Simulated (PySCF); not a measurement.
C2H5S, SMILES C([S])C, multiplicity 2. Geometry optimised at PBE-D3(BJ)/def2-TZVP. The isomer is the one that the SMILES or the coordinates give; other isomers of the formula were not compared.

Computed equilibrium geometry at PBE-D3(BJ)/def2-TZVP (PySCF confirms it by a frequency run) as bond lengths and angles, and its point group:
point group Cs.
Atoms: C1 C2 S3 H4 H5 H6 H7 H8. Bonds (Å): C1–C2 1.524, C1–H4 1.098, C1–H5 1.101, C1–H6 1.098, C2–S3 1.798, C2–H7 1.105, C2–H8 1.105. Angles (°): C2–C1–H4 110.8, C2–C1–H5 110.7, C2–C1–H6 110.8, H4–C1–H5 108.3, H4–C1–H6 107.8, H5–C1–H6 108.3, C1–C2–S3 116.0, C1–C2–H7 111.8, C1–C2–H8 111.8, S3–C2–H7 106.1, S3–C2–H8 106.1, H7–C2–H8 104.3.
Charge 0, spin multiplicity 2.
